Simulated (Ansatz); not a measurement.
`[Cl][SnH2][Si](Cl)(Cl)Cl` + `S[SiH2]Cl` → `Cl[SiH2]S[Si](Cl)(Cl)Cl` + `[Cl][SnH3]`  (cleavage of the Si–Sn bond)

Isolated molecules relaxed with PBE0-D4/def2-TZVP in Ansatz; ΔE leaves out vibrations. CCSD(T)/CBS is the MP2 limit (def2-TZVPP, def2-QZVPP) plus CCSD(T) − MP2 in def2-TZVPP, frozen cores. DFT in def2-TZVPP. Elements past krypton have def2 core potentials. For Sn outer-core shells are correlated without core-valence functions, which leaves a few kJ/mol of doubt a bond. One conformer a species, not always the lowest.

`[Cl][SnH2][Si](Cl)(Cl)Cl`:

Z-matrix (Å, degrees):
```
Sn
Si 1 2.565
Cl 1 2.333 2 104.3
H 1 1.702 2 113.0 3 -115.2
H 1 1.702 2 113.0 3 115.2
Cl 2 2.045 1 109.6 3 179.9
Cl 2 2.037 1 110.5 3 -60.4
Cl 2 2.037 1 110.5 3 60.2
```

`S[SiH2]Cl`:

Cartesian coordinates in Å:
```
S -1.103 1.094 0.704
Si 0.064 -0.273 -0.422
Cl 0.591 -1.945 0.647
H -0.084 1.463 1.500
H 1.325 0.350 -0.877
H -0.794 -0.689 -1.551
```

`Cl[SiH2]S[Si](Cl)(Cl)Cl`:

```xyz
9

Cl   -1.623   -1.670    1.089
Si   -1.716   -0.020   -0.113
S    -0.184    1.406    0.326
Si    1.576    0.269    0.074
Cl    3.070    1.591   -0.294
Cl    2.043   -0.784    1.741
Cl    1.434   -1.037   -1.477
H    -2.965    0.718    0.169
H    -1.636   -0.473   -1.515
```

`[Cl][SnH3]`:

Cartesian coordinates in Å:
```
Cl 0.978 -1.253 -1.446
Sn -0.084 0.108 0.124
H 0.989 0.238 1.436
H -1.528 -0.689 0.536
H -0.355 1.596 -0.651
```

CCSD(T)/CBS gives -8.6 kcal/mol.

Question: Another level gave -5.9 kcal/mol. Which?
A. MP2/def2-TZVPP
B. PBE0-D4/def2-TZVPP
C. PBE0/def2-TZVPP
D. PBE/def2-TZVPP

Answer: D. PBE -5.9, MP2/def2-TZVPP -10.9, PBE0-D4 -8.8, PBE0 -7.2 kcal/mol.

Largest T1 diagnostic among the species: 0.012.

In def2-TZVPP, CCSD(T) changes the Hartree–Fock value by −1.2 kcal/mol (the triples alone add −0.5 kcal/mol) and MP2 by −2.8 kcal/mol. The D4 term adds −3.0 kcal/mol with B3LYP and −1.6 kcal/mol with PBE0; it sums over pairs of atoms, weighted by their polarisabilities, and B3LYP, whose exchange is more repulsive, gets the larger term. From PBE to PBE0 (25 % exact exchange), in def2-TZVPP and without D4, ΔE moves by −1.3 kcal/mol.

B3LYP here is the variant with VWN-RPA as its local correlation; programs differ in this.
